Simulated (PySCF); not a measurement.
**UHF on As²⁺ (arsenic, charge +2)**

Configuration: [Ar] 3d10 4s2 4p1, 2P determinant. Calculation: PySCF 2.14, in x2c-TZVPall (6s5p4d1f, 48 functions); the spin-free X2C one-electron Hamiltonian (Gaussian nucleus).

| Property | Result |
| --- | --- |
| Total energy | -2258.004112 hartree |
| One-electron energy | -3120.7065 hartree |
| Hartree (Coulomb) energy | 944.8909 hartree |
| Exchange energy | -82.1885 hartree |
| ⟨S²⟩ | 0.7585 |
| ⟨L²⟩ | 2.026 |
| Sum of ⟨r⟩ | 19.00 bohr |
| Sum of ⟨r²⟩ | 22.65 bohr² |
| Traceless quadrupole moment −½Σ⟨3z² − r²⟩ along its main axis | -2.24 e·bohr² |
| Langevin diamagnetic susceptibility | -17.9 ×10⁻⁶ cm³/mol |
| Time after the integrals | 0.15 s of wall time on 1 thread of Neoverse-V2 (shared host) |

| shell | electrons | mean orbital energy (hartree) | spread (hartree) | rms radius, mean of both spins (bohr) |
| --- | --- | --- | --- | --- |
| 1s α | 1 | -439.75348 | 0 | 0.0524 |
| 1s β | 1 | -439.74957 | 0 | 0.0524 |
| 2s α | 1 | -58.57583 | 0 | 0.219 |
| 2s β | 1 | -58.57418 | 0 | 0.219 |
| 2p α | 3 | -51.28549 | 0.00268 | 0.196 |
| 2p β | 3 | -51.28139 | 0.00754 | 0.196 |
| 3s α | 1 | -9.07739 | 0 | 0.639 |
| 3s β | 1 | -9.07044 | 0 | 0.639 |
| 3p α | 3 | -6.73440 | 0.00285 | 0.667 |
| 3p β | 3 | -6.72480 | 0.02380 | 0.667 |
| 3d α | 5 | -2.86647 | 0.01374 | 0.746 |
| 3d β | 5 | -2.86173 | 0.02360 | 0.746 |
| 4s α | 1 | -1.43175 | 0 | 1.98 |
| 4s β | 1 | -1.33097 | 0 | 1.98 |
| 4p α | 1 | -1.01889 | 0 | 2.33 |

Densities and radii are taken from the X2C orbitals without a picture-change correction, which distorts them close to the nucleus.
